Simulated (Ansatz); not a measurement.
A structure relaxed at B3LYP-D4/def2-SVP in Ansatz, charge 1, singlet:

```xyz
4

Ag    1.7658   -0.1823    1.0631
Ag   -0.1953   -0.9167   -1.8447
Ag   -1.5432    1.1581    0.7483
O    -0.0273   -0.0591    0.0333
```

**Question.** Give its formula and point group.

**Answer.** the cluster Ag3O⁺. Point group C3v (tolerance 0.1 Å).

**Question.** Summarise the bond lengths by kind (pairs closer than 1.2 times the sum of covalent radii, bridged metal pairs left out).

**Answer.** 3 × Ag–O 2.07 Å.

In the def2 sets Ag takes a core potential; there is no spin–orbit coupling. The structure comes from a short search, and lower isomers may exist.
